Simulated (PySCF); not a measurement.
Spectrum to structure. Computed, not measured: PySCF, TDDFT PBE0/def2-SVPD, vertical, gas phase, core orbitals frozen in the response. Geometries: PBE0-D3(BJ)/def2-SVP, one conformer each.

```csv
state,E (eV),λ (nm),f
S1,6.77,183.2,0.0087
S2,7.07,175.5,0.024
S3,7.36,168.3,0.0079
S4,7.39,167.7,0.0008
S5,7.57,163.8,0.172
S6,7.73,160.5,0.016
S7,7.77,159.6,0.010
S8,7.79,159.1,0.0089
S9,7.86,157.8,0.013
S10,7.93,156.3,0.0068
```

Triplets computed (Tamm–Dancoff): 6.47, 6.62, 6.82, 7.14 eV.

Orbital energies (eV): HOMO-3 -9.02, HOMO-2 -8.68, HOMO-1 -8.27, HOMO -7.83, LUMO 0.24, LUMO+1 0.36, LUMO+2 0.62.

Question: Which candidate is it?
A. `[SiH3]OC1C[SiH2]C1`
B. `[C@@H]1(C=O)CN[SiH2]C1`
C. `CCCCCC`

Answer: A. Its S1 lies at 6.77 eV; the nearest of the others has S1 at 8.50 eV. S1 is HOMO→LUMO (80%), HOMO→LUMO+1 (16%). Löwdin shares by element: HOMO oxygen 39%, carbon 29% or more, silicon 7% or more (atoms not listed hold the other 25%); LUMO silicon 38%, carbon 8% or more, hydrogen 8% or more (atoms not listed hold the other 47%). At the same level the other candidates give, for their lowest levels:
- `O=C[C@@H]1CN[SiH2]C1`: 4.25 eV (f 0.001); 4.97 eV (f 0.001); 5.79 eV (f 0.005); 6.10 eV (f 0.008); 6.83 eV (f 0.010); T1 3.63 eV; HOMO -6.76, LUMO -0.88 eV
- `CCCCCC`: 8.50 eV (f 0.000); 8.53 eV (f 0.000); 8.66 eV (f 0.002); 8.88 eV (f 0.029); 8.92 eV (f 0.000); T1 8.25 eV; HOMO -8.82, LUMO 0.84 eV

Conformer computed: `[SiH3:1][O:2][CH:3]1[CH2:4][SiH2:5][CH2:6]1`: Si1–O2–C3–C4 69°.

Without π bonds the low states are Rydberg-like; a valence basis with one diffuse set may place them up to an eV too high.
